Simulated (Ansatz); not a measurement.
Calculated with Ansatz (gas phase, PBE0-D4/def2-TZVP geometries, no zero-point term in ΔE). CBS: MP2 limit from def2 TZ/QZ plus the TZ coupled-cluster correction, frozen cores. Functionals use def2-TZVPP. B3LYP here is the variant with VWN-RPA as its local correlation; programs differ in this. HSE06 is defined as in plane-wave codes. For Ge outer-core shells are correlated without core-valence functions, which leaves a few kJ/mol of doubt a bond. Scalar relativity is left out up to krypton. Each species was taken in one conformer, which may not be the lowest.

Consider the cleavage of the B–Ge bond: `C[BH][GeH3]` + `C[SiH2]N` → `CBN[SiH2]C` + GeH₄.

```tsv
level	ΔE (kJ/mol)	difference from CCSD(T)/CBS
LDA (SPW92)	-154.2	-8.2
revPBE-D4	-146.3	-0.3
BLYP-D4	-151.1	-5.1
r2SCAN-D4	-148.4	-2.4
B97M-V	-152.2	-6.2
PBE0-D4	-146.2	-0.2
B3LYP-D4	-152.0	-6.0
r2SCANh-D4	-148.7	-2.7
HSE06-D4	-146.1	-0.1
BHLYP-D4	-154.0	-8.0
CAM-B3LYP-D4	-155.1	-9.1
ωB97X-V	-148.4	-2.4
ωB97M-V	-151.8	-5.8
B2PLYP	-149.5	-3.5
PBE-QIDH	-148.3	-2.3
revPBE	-134.5	11.5
BLYP	-142.6	3.4
r2SCAN	-146.9	-0.9
PBE0	-142.5	3.5
B3LYP	-145.6	0.4
r2SCANh	-147.2	-1.2
r2SCAN0	-147.6	-1.6
BHLYP	-149.8	-3.8
CAM-B3LYP	-151.2	-5.2
LC-ωPBE	-144.5	1.5
RPA@PBE/def2-TZVPP	-149.8	-3.8
HF/def2-SVP	-162.9	-16.9
MP2/def2-SVP	-176.8	-30.8
CCSD/def2-SVP	-172.2	-26.2
CCSD(T)/def2-SVP	-174.8	-28.8
HF/def2-TZVPP	-148.8	-2.8
MP2/def2-TZVPP	-153.1	-7.1
SCS-MP2/def2-TZVPP	-152.1	-6.1
CCSD/def2-TZVPP	-148.3	-2.3
CCSD(T)/def2-TZVPP	-150.1	-4.1
HF/def2-QZVPP	-149.9	-3.9
MP2/def2-QZVPP	-151.1	-5.1
SCS-MP2/def2-QZVPP	-150.6	-4.6
HF/CBS(def2)	-150.0	-4.0
MP2/CBS(def2)	-149.0	-3.0
CCSD(T)/CBS	-146.0	0
```

What do rigid-rotor, harmonic-oscillator terms from PBE0-D4/def2-TZVP frequencies (298.15 K, 1 bar) make of the CCSD(T)/CBS value? (An estimate is asked.)

The calculation gave: ΔZPE = +1.3 kJ/mol, ΔH = -146.7 kJ/mol, ΔS = -50 J/(mol·K), ΔG = -131.8 kJ/mol.

Largest T1 diagnostic among the species: 0.012.

At CCSD(T), def2-SVP lies −28.8 kJ/mol from the extrapolated value and def2-TZVPP −4.1 kJ/mol. The D4 term adds −6.4 kJ/mol with B3LYP and −3.8 kJ/mol with PBE0; it sums over pairs of atoms, weighted by their polarisabilities, and B3LYP, whose exchange is more repulsive, gets the larger term.
